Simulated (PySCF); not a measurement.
# `CC(=O)c1cc(Cl)nnn1`, C5H4ClN3O

Geometry (Å), atoms numbered from 1 in this order:
```xyz
14

C    -2.309    0.330   -0.598
C    -1.322    0.169    0.509
O    -1.588    0.177    1.684
C     0.103   -0.015    0.055
C     1.130   -0.179    0.979
C     2.394   -0.338    0.415
Cl    3.783   -0.551    1.383
N     2.565   -0.329   -0.900
N     1.555   -0.172   -1.686
N     0.357   -0.018   -1.256
H    -2.030    1.188   -1.206
H    -2.270   -0.543   -1.245
H    -3.310    0.459   -0.196
H     0.941   -0.179    2.041
```

Computed, not measured: GIAO B3LYP/pcSseg-1 magnetisability, rotational g tensor and spin-rotation constants, non-relativistic, gas phase in PySCF. Geometry: GFN2-xTB.

Q: Give the nuclear spin-rotation constants along the inertial axes (H = +C I·J) beside the isotropic shieldings.

A: Rotational constants 2.5626, 0.7073, 0.5562 GHz. A star marks the isotopologue with that one atom substituted, in its own axes.
| atom | isotope | Caa (kHz) | Cbb (kHz) | Ccc (kHz) | mean (kHz) | σ (ppm) |
| --- | --- | --- | --- | --- | --- | --- |
| Cl7 | 35Cl | 0.416 | 0.273 | 0.212 | 0.300 | 623.8 |
| N8 | 14N | 0.862 | 0.210 | 0.024 | 0.365 | -187.2 |
| N9 | 14N | 1.257 | 0.175 | 0.033 | 0.488 | -279.6 |
| N10 | 14N | 0.862 | 0.196 | 0.018 | 0.358 | -163.2 |
| H11 | 1H | -0.239 | -0.043 | -0.009 | -0.097 | 28.3 |
| H12 | 1H | -0.239 | -0.043 | -0.009 | -0.097 | 28.3 |
| H13 | 1H | 0.059 | -0.063 | -0.066 | -0.024 | 29.4 |
| H14 | 1H | -0.272 | 0.076 | -0.059 | -0.085 | 24.0 |
| C1 | 13C* | 0.388 | 0.130 | 0.093 | 0.204 | 151.0 |
| C2 | 13C* | 1.508 | 0.333 | 0.133 | 0.658 | -24.1 |
| O3 | 17O* | -1.765 | -0.787 | -0.010 | -0.854 | -346.6 |
| C4 | 13C* | 1.222 | 0.304 | 0.088 | 0.538 | 28.6 |
| C5 | 13C* | 0.883 | 0.328 | 0.062 | 0.425 | 60.0 |
| C6 | 13C* | 1.264 | 0.316 | 0.122 | 0.567 | 6.5 |

For the geometry as given, no vibrational averaging.
